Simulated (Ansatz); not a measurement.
C3H10AlN, SMILES `C[CH2][AlH][CH2]N`, charge 0, multiplicity 1.

Problem. Give a relaxed structure at PBE0-D4/def2-TZVP (the Gaussian-basis code of Ansatz). (Estimate.)

Solution. Ansatz gave: 
Z-matrix (Å, degrees):
```
C
C 1 1.528
H 1 1.095 2 111.6
H 1 1.093 2 111.5 3 -119.8
H 1 1.094 2 112.2 3 119.7
Al 2 1.962 1 118.6 3 60.6
H 2 1.100 1 109.9 3 -177.0
H 2 1.099 1 110.4 3 -63.1
C 6 1.969 2 124.5 1 7.1
H 6 1.596 2 118.5 1 -172.2
N 9 1.462 6 114.8 2 15.2
H 9 1.106 6 109.2 2 -115.1
H 9 1.100 6 104.4 2 133.9
H 11 1.013 9 111.7 6 -176.1
H 11 1.010 9 111.6 6 -56.5
```
This is one stationary point; other conformers may exist.
